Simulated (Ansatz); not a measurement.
Species: sum formula SnOF, charge -1, multiplicity 1. 
Coordinates optimised at B3LYP-D3(BJ)/def2-TZVP (Ansatz, a quantum-chemistry and plane-wave program):
```
Sn
O 1 1.8793
F 1 2.0649 2 104.38
```
Charge -1, spin multiplicity 1.

Basis-set convergence of Hartree-Fock and CCSD(T) correlation energies (hartree) with Ansatz. Cores are frozen in the correlated levels unless marked. No spin-orbit coupling. The frozen core is the preceding noble-gas configuration, with the filled d and f shells of earlier blocks. In def2 rows, elements after Kr have scalar-relativistic effective core potentials. This anion needs diffuse functions, which these sets lack.

The T1 diagnostic of CCSD in the largest basis is 0.027, which is high, so the coupled-cluster rows are less sure than usual.

| basis | functions | E(HF) | E(corr, CCSD(T)) | rough core time |
|---|---|---|---|---|
| def2-SVP | 54 | -387.51978 | -0.48848 | under 20 s |
| def2-TZVPP | 112 | -387.77407 | -0.63177 | under 20 s |
| def2-QZVPP | 196 | … | … | 40 s |

Q: What belongs in the gaps?

A: 
- def2-QZVPP, E(HF): -387.78894
- def2-QZVPP, E(corr, CCSD(T)): -0.68485
